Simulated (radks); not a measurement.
Neutral sulfur inside a hard spherical wall (all orbitals vanish at R), configuration held at [Ne] 3s2 3p4 and not refilled when levels cross. Method: non-relativistic Kohn-Sham, PBE, spin-polarised, spherical densities, point nucleus; open shells are filled with parallel spins first; computed with a radial shooting solver on a logarithmic mesh with Libxc functionals. Eigenvalues in eV for spin up, with the zero of energy where the potential of the charges vanishes at infinity; a dash marks a level that is unbound or too diffuse for the functional's potential to be trusted. A positive occupied level is held by the wall or, in an anion where self-interaction has pushed it up, behind a barrier. The pressure on the wall is -dE/dV.

R (bohr)  E (hartree)  kinetic (hartree)    e(2s)    e(2p)    e(3s)   e(3p)  e(4s, empty)  e(4p, empty)  pressure (GPa)
free       -397.94603            397.434  -210.37  -156.48  -17.888  -7.702             -             -               0
12         -397.94603            397.434  -210.37  -156.48  -17.888  -7.701        -0.265         1.028        < 0.0001
10         -397.94600            397.434  -210.36  -156.47  -17.885  -7.698         0.024         1.650         0.00109
7          -397.94364            397.455  -210.20  -156.30  -17.759  -7.574         1.987         4.864           0.164
2.5        -395.21938            407.350  -182.32  -128.02    5.164  18.824        102.50        112.37            1900
2          -390.71688            419.872  -161.01  -106.16   33.151  49.110        199.51        206.27            8700
1.5        -376.01014            455.139  -120.61  -63.847   117.73  133.76        444.92        432.83           55300
